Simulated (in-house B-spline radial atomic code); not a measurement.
Configurations of Sr2+, with energies counted from [Ar] 3d10 4s2 4p6. Level of theory: Dirac-Hartree-Fock, average of configuration, Fermi nucleus of rms radius 4.224 fm; calculated with a radial B-spline atomic code at the basis-set limit. Energies include first-order Breit, QED and recoil terms.

Occupations are held fixed; configurations that lie above the ionisation limit could autoionise.

| configuration | E - E(ref) (eV) | highest orbital | its <r> (bohr) |
| --- | --- | --- | --- |
| [Ar] 3d10 4s1 4p6 (5d3/2)1 | 56.071 | 5d3/2 | 5.837 |
| [Ar] 3d10 4s1 4p6 (4f5/2)1 | 57.419 | 4f5/2 | 5.746 |
| [Ar] 3d10 4s1 4p6 (5f7/2)1 | 60.205 | 5f7/2 | 10.1 |
| [Ar] (3d3/2)3 (3d5/2)6 4s2 4p6 (5d5/2)1 | 148.88 | 5d5/2 | 5.734 |
| [Ar] (3d3/2)3 (3d5/2)6 4s2 4p6 (7f7/2)1 | 155.63 | 7f7/2 | 21.91 |
| [Ne] 3s2 (3p1/2)2 (3p3/2)3 3d10 4s2 4p6 (5f7/2)1 | 290.85 | 5f7/2 | 10.11 |
| [Ne] 3s2 (3p1/2)1 (3p3/2)4 3d10 4s2 4p6 (7g7/2)1 | 303.97 | 7g7/2 | 21.15 |

Task: Order these further configurations by energy, lowest first.
A. [Ar] 3d10 4s1 4p6 (8g9/2)1
B. [Ar] 3d10 4s2 (4p1/2)2 (4p3/2)3 (6f7/2)1
C. [Ne] 3s2 (3p1/2)2 (3p3/2)3 3d10 4s2 4p6 7s1
D. [Ne] 3s2 (3p1/2)1 (3p3/2)4 3d10 4s2 4p6 (4f7/2)1
E. [Ne] 3s2 (3p1/2)2 (3p3/2)3 3d10 4s2 4p6 (6d3/2)1

Result: B (38.341 eV), A (63.302 eV), C (290.1 eV), E (290.2 eV), D (298.68 eV).

Task: How far above the reference does [Ne] 3s2 (3p1/2)1 (3p3/2)4 3d10 4s2 4p6 (7d5/2)1 lie?

Result: 302.66 eV; its least bound orbital is 7d5/2 with <r> = 15.15 bohr.

Task: How far above the reference does [Ar] 3d10 4s1 4p6 (6p3/2)1 lie?

Result: 57.409 eV; its least bound orbital is 6p3/2 with <r> = 7.648 bohr.
